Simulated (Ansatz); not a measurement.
A nudged elastic band was laid between two geometries of Cl3HSn + H3P (9 atoms, charge 0, multiplicity 1).

Computed with RKS PBE-D4/def2-SVP in Ansatz.

```
movable images  : 7
climbing image  : yes
spring          : 5.0 eV/Å²
optimiser       : quadratic models (default)
start path      : through a guess of the saddle point
force threshold : 0.03 eV/Å
iteration limit : 60
end points      : relaxed
```

Image 0:

```xyz
9
Properties=species:S:1:pos:R:3
Sn 0.557 -0.057 -0.175
Cl 0.827 -0.094 2.162
H 2.071 0.116 -0.969
Cl -0.891 1.719 -0.697
Cl -0.506 -2.057 -0.809
P -3.514 0.262 1.426
H -3.016 -0.749 0.526
H -4.093 -0.730 2.299
H -2.283 0.277 2.175
```

Image 8:

```xyz
9
Properties=species:S:1:pos:R:3
Sn -0.745 -0.434 -0.063
Cl -0.373 1.240 2.918
H 0.730 -1.124 0.501
Cl -0.260 1.898 -0.460
Cl -1.107 -1.305 -2.245
P -2.933 -0.497 1.193
H -3.452 -1.464 0.254
H -2.415 -1.527 2.062
H -0.292 1.901 1.777
```

(1) What changes between the two ends?

(2) What energy profile does the band end with?

(3) What is the geometry of the highest image?

The band took 33 iterations and roughly 19 core-minutes.

Results:

(1) Bonds broken: Sn1–Cl2, P6–H9. Bonds formed: Sn1–P6, Cl2–H9. Cl3HSn + H3P becomes Cl2H3PSn + ClH.

(2) The run converged. The highest image is number 3 of 0 to 8, 29.6 kcal/mol above the first end and 26.3 kcal/mol above the last; the last end lies 3.3 kcal/mol above the first. A structure lower than the first end lies on the path between it and the top, so the climb from that side starts below the end, which may itself be a saddle point or a shallow side well. Neighbouring images differ by up to 1.3 eV, so the band resolves the path poorly. A vibrational analysis at the climbing image gives one clearly imaginary mode, 540i cm⁻¹: a first-order saddle point. The orbitals stay closed-shell, which can raise the energy where a bond breaks towards radicals; this wasn't checked here.

| image | path coordinate (Å) | energy (kcal/mol) | Sn1–Cl2 (Å) | P6–H9 (Å) | Sn1–P6 (Å) |
| --- | --- | --- | --- | --- | --- |
| 0 | 0.00 | 0.0 | 2.35 | 1.44 | 4.39 |
| 1 | 2.18 | 0.1 | 2.35 | 1.44 | 4.48 |
| 2 | 4.36 | -0.3 | 2.35 | 1.44 | 4.63 |
| 3 | 6.55 | 29.6 | 2.64 | 1.59 | 2.83 |
| 4 | 7.79 | 9.0 | 3.42 | 2.23 | 2.55 |
| 5 | 9.03 | 6.7 | 3.64 | 2.54 | 2.54 |
| 6 | 10.28 | 6.5 | 3.63 | 2.58 | 2.54 |
| 7 | 11.52 | 5.9 | 3.55 | 3.20 | 2.53 |
| 8 | 12.76 | 3.3 | 3.44 | 3.61 | 2.52 |

(3) 
```xyz
9
Properties=species:S:1:pos:R:3
Sn -0.315 -0.169 0.115
Cl 0.224 0.615 2.580
H 1.381 -0.130 -0.195
Cl -1.138 1.534 -1.353
Cl -0.790 -2.420 -0.606
P -2.757 -0.163 1.553
H -3.169 0.652 0.461
H -2.852 -1.494 1.057
H -1.431 0.263 2.325
```

Time of the run: 5.2 min on 4 threads of Arm Neoverse V1 (shared host), peak memory 0.19 GiB.
